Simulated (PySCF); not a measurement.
C₄H₇NO, SMILES C/N=C(\C)C=O.

Geometry: ωB97X-D3(BJ)/def2-SVP. The structure was generated by enumeration; whether it is a known compound was not checked. One conformer was computed; it need not be the lowest.

Method: PBE0/def2-TZVP (PySCF).

Computed frontier levels, gap, dipole moment and polarisability:
- highest occupied level: -7.39 eV
- lowest empty level: -2.01 eV
- orbital gap: 5.38 eV
- dipole moment: 3.04 D
- quadrupole, principal values (traceless, Buckingham form, about the centre of nuclear charge): -6.17, 2.92, 3.26 D·Å
- mean static polarisability: 59.9 bohr³ (8.88 Å³)
- polarisability, principal values: 41.0, 58.1, 80.5 bohr³
